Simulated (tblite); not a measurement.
Isomers of C7H15P. Method: GFN2-xTB as coded in tblite; computed harmonic values from a numerical Hessian at the method's own geometry, unscaled. Errors from tens to a few hundred cm⁻¹ against measured bands are possible. Modes of hydrogen on phosphorus can be 10 to 20 % off. One conformer each.

Electronic energies: GFN2-xTB at the same geometries; isomer energies are rough at this level and their order can be wrong.

| SMILES | electronic energy, lowest = 0 (kcal/mol) |
| --- | --- |
| C[C@@H]1C[C@H](C)P(C)C1 | 0.0 |
| C=CCP(C)C(C)C | 31.8 |
| C=P1(CC)CCCC1 | 38.9 |
| C=C[PH](C)(C=C)CC | 84.2 |
| C[C@@H]1C[C@H](C)[C@@H](C)P1 | 0.4 |
| C[C@@H]1P[C@H]1C(C)(C)C | 16.5 |

How do GFN2-xTB zero-point energies change the relative energies?

| SMILES | ZPE (kcal/mol) | of it from modes above 1550 cm⁻¹ | electronic (kcal/mol) | with ZPE, lowest = 0 (kcal/mol) | lowest mode (cm⁻¹) | rings |
| --- | --- | --- | --- | --- | --- | --- |
| C[C@@H]1C[C@H](C)P(C)C1 | 127.8 | 64.1 | 0.0 | 0.0 | 69 | 1 |
| C[C@@H]1C[C@H](C)[C@@H](C)P1 | 127.4 | 63.0 | 0.4 | 0.1 | 47 | 1 |
| C[C@@H]1P[C@H]1C(C)(C)C | 126.2 | 63.6 | 16.5 | 14.9 | 50 | 1 |
| C=CCP(C)C(C)C | 125.0 | 67.0 | 31.8 | 29.1 | 44 | 0 |
| C=P1(CC)CCCC1 | 125.5 | 63.8 | 38.9 | 36.7 | 74 | 1 |
| C=C[PH](C)(C=C)CC | 120.9 | 67.5 | 84.2 | 77.3 | 41 | 0 |

The zero-point energies span 6.9 kcal/mol, from `C=C[PH](C)(C=C)CC` to `C[C@@H]1C[C@H](C)P(C)C1`. The order is unchanged.

What do entropy and thermal enthalpy add at 298.15 K and 1 bar (rigid rotor, harmonic oscillator, one conformer each)?

| SMILES | point group | symmetry number | S (cal/(mol K)) | H − H(0) (kcal/mol) | ZPE + H − H(0) − TS (kcal/mol) |
| --- | --- | --- | --- | --- | --- |
| C[C@@H]1C[C@H](C)P(C)C1 | C1 | 1 | 96.0 | 6.91 | 106.1 |
| C[C@@H]1C[C@H](C)[C@@H](C)P1 | C1 | 1 | 95.5 | 6.76 | 105.7 |
| C[C@@H]1P[C@H]1C(C)(C)C | C1 | 1 | 98.4 | 7.23 | 104.1 |
| C=CCP(C)C(C)C | C1 | 1 | 105.7 | 7.95 | 101.5 |
| C=P1(CC)CCCC1 | C1 | 1 | 97.0 | 7.02 | 103.6 |
| C=C[PH](C)(C=C)CC | C1 | 1 | 106.7 | 8.23 | 97.3 |
